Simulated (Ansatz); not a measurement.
The cluster Cr₃P₃. The state is a doublet with charge 0. Geometry relaxed at PBE0-D4/def2-SVP.

```xyz
6

Cr    0.112    0.148   -1.544
Cr   -1.681   -0.340    0.314
Cr    0.852   -0.686    1.014
P     1.588    1.337    0.057
P    -0.472    1.576    0.604
P    -0.398   -2.035   -0.445
```

The charge 0 doublet is spin-contaminated (final ⟨S²⟩ up to 6.54, 0.75 for a pure state). At PBE0-D4/def2-TZVP a quartet of charge 0 lies 1.12 eV below the doublet, each at its own geometry. The structure comes from a short search, and lower isomers may exist.

Problem. Estimate the harmonic wavenumbers at UKS PBE0-D4/def2-SVP (Ansatz, unscaled). Is this a minimum?

Solution. 94, 124, 138, 153, 188, 225, 230, 247, 298, 337, 418, 492 cm⁻¹. Yes, no mode is imaginary beyond noise. Zero-point energy 17.6 kJ/mol. Hardware: 4 threads of Arm Neoverse V2 on a shared host. Wall time 4.2 min, peak host memory 1 GiB.
